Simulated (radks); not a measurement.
The numbers below are computed, except where a source is named.
Numerical settings for the zirconium ion Zr+, [Kr] 4d2 5s1. Code: a radial shooting solver on a logarithmic mesh with Libxc functionals. Model: Dirac Kohn-Sham, PBE, spin-unpolarised, spherical densities, finite nucleus; open shells fill j = l - 1/2 first; Fermi nuclear charge, rms radius 4.2694 fm. The defaults (mesh step 0.008 in ln r, mesh end at 40 bohr or more with all orbitals vanishing there, Anderson mixing 0.5 over 9 steps, residual threshold near 1e-9 with the energy settled to 1e-9 hartree or 1e-11 of itself, here a cap of 80 iterations) give E = -3598.6580 hartree and 5s1/2 at -9.927 eV in 15 iterations. Run on one thread of a shared host, so times are rough (Arm Neoverse V2): 0.11 s of CPU time, 0.11 s wall, 15 iterations on 2314 mesh points. Changes against that run (0 stands for a change within the tolerance of the run):

setting                    iterations         converged  E (mhartree)  e(5s1/2) (meV)  CPU (s)
mesh step in ln r 0.02             15               yes             0               0     0.05
mesh step in ln r 0.012            15               yes             0               0     0.07
mesh step in ln r 0.05             15               yes       -0.0047         +0.0109     0.02
mesh end (bohr) 2                  14  level above zero     +1.21e+04       +1.58e+05     0.08
mesh end (bohr) 5                  13               yes          +109       +3.22e+03     0.09
residual threshold 1e-16           80                no             0               0     0.28
residual threshold 0.01             9               yes             0          -0.607     0.08
mixing 0.05                        24               yes             0               0     0.15
linear mixing, mixing 0.8          39               yes             0               0     0.23
linear mixing, mixing 0.5          30               yes             0               0     0.17
mixing history 20                  18               yes             0               0     0.12
iteration cap 8                     8                no             0          -0.607     0.06

Settled on a wrong energy, with an occupied level pushed above zero by the early mesh end: mesh end (bohr) 2 (+12.1 hartree). Apart from these: settings that end as converged yet miss the energy by more than 1 mhartree: mesh end (bohr) 5 (+0.109 hartree). A mesh that ends early acts as a hard wall.
